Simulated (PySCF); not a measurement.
# Correlation energy of O⁻ (oxygen, charge -1)

[He] 2s2 2p5, 2P determinant. Computed with PySCF 2.14 in x2c-QZVPPall with one added diffuse shell each of s, p, d, f type (8s5p4d3f1g, 73 functions), with the spin-free X2C one-electron Hamiltonian (Gaussian nucleus). Frozen: nothing; 9 electrons correlated.

MP2 pair energies summed by pair of shells (mhartree):

| pair | energy | share (%) |
| --- | --- | --- |
| 2p-2p | -140.66 | 54.8 |
| 2s-2p | -79.82 | 31.1 |
| 1s-1s | -14.38 | 5.6 |
| 2s-2s | -11.93 | 4.7 |
| 1s-2p | -7.04 | 2.7 |
| 1s-2s | -2.67 | 1.0 |

Total MP2 correlation energy: -256.50 mhartree.

Same-spin part -59.55 and opposite-spin part -196.95 mhartree; SCS-MP2 scales them by 1/3 and 6/5 to -256.19 mhartree.

This basis was not built for core-valence correlation, so the inner-shell part is incomplete.
